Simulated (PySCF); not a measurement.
## Dipole moment and polarisability of `C=[C]([GeH3])CNC=O`

Species: C4H9GeNO.
Cartesian coordinates in Å at the GFN2-xTB level; atoms count from 1:
```
atom  x, y, z in Å
C1     0.7980   -1.7542   -0.7950
C2     0.5768   -0.4928   -0.4602
Ge3    1.6756    0.4278    0.8872
C4    -0.5442    0.2813   -1.1008
N5    -1.7359    0.2856   -0.2640
C6    -1.7089    0.8490    0.9457
O7    -0.7453    1.3993    1.4281
H8     0.2090   -2.2777   -1.5365
H9     1.5979   -2.3160   -0.3397
H10    1.7781    1.8856    0.6145
H11    3.0654   -0.1485    0.7182
H12    1.2866    0.1247    2.2897
H13   -0.2260    1.3220   -1.2320
H14   -0.8129   -0.1397   -2.0721
H15   -2.5468   -0.2242   -0.5721
H16   -2.6749    0.7869    1.4775
```

Level: CAM-B3LYP/def2-SVPD (PySCF), static field, nuclei fixed, core orbitals frozen in the response. The polarisability tensor in these axes (au):

```
x   92.97 -1.95  4.62
y   -1.95 87.92 13.22
z    4.62 13.22 84.78
```

Q: Diagonalise the tensor; give its mean and Δα, where Δα² is half the sum of the squared differences of the eigenvalues.

A: Principal values 71.95, 93.64 and 100.08 au; mean 88.56 au = 13.12 Å³ = 14.60 × 10⁻⁴⁰ C²·m²/J; Δα = 25.52 au (29 % of the mean).

Q: What is the dipole moment, and where does it point?

A: (-3.37, -1.72, -2.51) D, 4.54 D in size, pointing from the negative to the positive side. Measured along this direction, the outermost atoms are H11 at the negative end and H15 at the positive end.

Q: Rayleigh depolarisation ratio (linearly polarised light, static tensor)?

A: ρ = 3Δα²/(45ᾱ² + 4Δα²) = 1954.2/(352911 + 2605.6) = 0.0055.

Q: Give the principal axes and the span of the nuclei along them.

A: Largest value along (0.25, 0.69, 0.68), where the nuclei span 4.73 Å; middle along (0.94, -0.33, 0.00), 5.73 Å; least along (-0.22, -0.64, 0.74), 3.03 Å. The strongest response doesn't lie along the longest of the three spans.

Q: Find the Langevin capture rate constant for O2+ (31.990 u) meeting this molecule (160.990 u), k = 2.342 × 10⁻⁹ cm³/s × √(α in Å³ / reduced mass in u).

A: The reduced mass is 26.69 u, so k = 1.64 × 10⁻⁹ cm³/s. The formula leaves out the permanent dipole, which adds to the capture rate.

Q: What molar refraction does this α imply?

A: Lorentz–Lorenz: R = (4π/3)N_A α = 2.5225 cm³/(mol·Å³) × 13.12 Å³ = 33.1 cm³/mol, in the limit of long wavelengths.

One conformer (not necessarily the lowest) at the GFN2-xTB geometry, without solvent, vibrations or thermal averaging. The calculation is non-relativistic, for germanium too.
